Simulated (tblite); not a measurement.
A structure optimised at GFN2-xTB (Å):
```
atom  x, y, z in Å
N1    -0.5480    0.1451    1.3886
C2    -0.6603    0.0330    0.0737
C3     0.2997   -0.3258   -0.8524
C4     1.6784   -0.4448   -0.6874
N5     2.4141   -0.0138    0.3070
C6    -2.0920    0.2967   -0.4247
F7    -2.1937    0.2832   -1.7418
F8    -2.5031    1.4866    0.0201
F9    -2.9184   -0.6250    0.0753
H10    0.2694   -0.1709    1.8890
H11   -1.3650    0.3638    1.9471
H12   -0.0637   -0.5412   -1.8478
H13    2.2176   -0.9163   -1.5022
H14    2.0405    0.5590    1.0521
H15    3.4200   -0.1217    0.2814
```

Charge +1, singlet.

**Question.** Read off the bonds between heavy atoms and their formal orders.

**Answer.** N1–C2 1.32 Å (single); C2–C3 1.38 Å (double); C3–C4 1.39 Å (single); C4–N5 1.31 Å (double); C2–C6 1.54 Å (single); C6–F7 1.32 Å (single); C6–F8 1.34 Å (single); C6–F9 1.34 Å (single). Bonds to hydrogen (Å): N1–H10 1.01; N1–H11 1.01; C3–H12 1.08; C4–H13 1.08; N5–H14 1.01; N5–H15 1.01. The orders are those of one drawing; other resonance forms can be drawn.

**Question.** Write the SMILES.

**Answer.** `N/C(=C\C=[NH2+])C(F)(F)F`, [C4H6F3N2]+. Among its features: C=C double bond, CF3 group and C–F bond.

**Question.** What is the point group of this geometry?

**Answer.** C1 (no symmetry element, even within 0.4 Å).

**Question.** Classify the heavy atoms.

**Answer.** N1: enamine nitrogen; C2: vinylic carbon bearing nitrogen; C3: alkene CH carbon; C4: C=N carbon; N5: nitrogen bonded to C and 2 H; C6: CF3 carbon; F7/F8/F9: fluorine of a CF3 group.

**Question.** What is the arrangement about C2?

**Answer.** It has 3 neighbours (N1, C3, C6) and is planar (angles 128.9°, 118.3° and 112.7°, sum 360.0°, 0.02 Å off the plane of its three neighbours).

**Question.** What is the arrangement about C6?

**Answer.** It has 4 neighbours (C2, F7, F8, F9) and is distorted tetrahedral (angles from 107.5° to 113.1°).

These are computed values.
